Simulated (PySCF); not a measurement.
# Solvent effects on NMR parameters

Molfile (atoms numbered from 1):
```
C3H10Si3
     RDKit          3D

 16 15  0  0  0  0  0  0  0  0999 V2000
    3.3603    0.8753    0.2651 Si  0  0  0  0  0  4  0  0  0  0  0  0
    1.8196   -0.0544   -0.0923 C   0  0  0  0  0  0  0  0  0  0  0  0
    0.7891   -0.6700   -0.3357 C   0  0  0  0  0  0  0  0  0  0  0  0
   -0.7910   -1.5538   -0.6615 Si  0  0  0  0  0  4  0  0  0  0  0  0
   -2.1157   -0.9292    0.5112 C   0  0  0  0  0  0  0  0  0  0  0  0
   -2.4600    0.9224    0.4286 Si  0  0  0  0  0  4  0  0  0  0  0  0
    4.3767   -0.0497    0.8451 H   0  0  0  0  0  0  0  0  0  0  0  0
    3.0646    1.9657    1.2392 H   0  0  0  0  0  0  0  0  0  0  0  0
    3.8882    1.4671   -0.9981 H   0  0  0  0  0  0  0  0  0  0  0  0
   -1.1844   -1.3013   -2.0800 H   0  0  0  0  0  0  0  0  0  0  0  0
   -0.5577   -3.0178   -0.4788 H   0  0  0  0  0  0  0  0  0  0  0  0
   -3.0506   -1.4732    0.2894 H   0  0  0  0  0  0  0  0  0  0  0  0
   -1.8238   -1.1930    1.5421 H   0  0  0  0  0  0  0  0  0  0  0  0
   -2.8778    1.3005   -0.9568 H   0  0  0  0  0  0  0  0  0  0  0  0
   -1.2380    1.7006    0.7896 H   0  0  0  0  0  0  0  0  0  0  0  0
   -3.5604    1.2908    1.3721 H   0  0  0  0  0  0  0  0  0  0  0  0
  1  2  1  0
  2  3  3  0
  3  4  1  0
  4  5  1  0
  5  6  1  0
  1  7  1  0
  1  8  1  0
  1  9  1  0
  4 10  1  0
  4 11  1  0
  5 12  1  0
  5 13  1  0
  6 14  1  0
  6 15  1  0
  6 16  1  0
M  END
```

GIAO PBE0/pcSseg-1 in PySCF 2.14.0 with density-fitted response routines on one PBE0-D3(BJ)/def2-SVP conformer, non-relativistic, equivalent nuclei averaged. Solvents enter as an IEF-PCM continuum (cyclohexane with ε = 2.0) around the gas-phase geometry. Shifts are referred to TMS computed in the same medium.

Gas phase, δ in ppm: Si4 -64.4, Si6 -67.9, Si1 -96.6, C3 119.2, C2 114.5, C5 -12.9, H10/H11 4.46, H7/H8/H9 4.19, H14/H15/H16 4.08, H12/H13 -0.16. Dipole moment 0.76 D.

(1) How does each δ change in the continuum?

(2) Which nuclei move most (in ppm), and what does the model miss?

## Answers

(1) 
| atoms | environment | Δδ, cyclohexane |
| --- | --- | --- |
| Si4 | silicon bonded to 2 C, 2 H | +0.1 |
| Si6 | silicon bonded to C, 3 H | +0.3 |
| Si1 | silicon bonded to C, 3 H | 0.0 |
| C3 | alkyne carbon | +0.8 |
| C2 | alkyne carbon | +0.6 |
| C5 | sp3 CH2 bonded to 2 Si | +0.1 |
| H10/H11 | hydrogen on a silicon bonded to 2 C | -0.02 |
| H7/H8/H9 | hydrogen on a silicon bonded to C | 0.00 |
| H14/H15/H16 | hydrogen on a silicon bonded to C | -0.04 |
| H12/H13 | hydrogen on an sp3 CH2 bonded to 2 Si | +0.11 |

Changes are relative to the gas phase. The dipole moment becomes 0.87 D in cyclohexane.

(2) C3 (alkyne carbon, +0.8 ppm) in cyclohexane. A continuum only polarises the solute; specific hydrogen bonds, the anisotropy of aromatic solvents and changes of geometry or conformer are outside it.
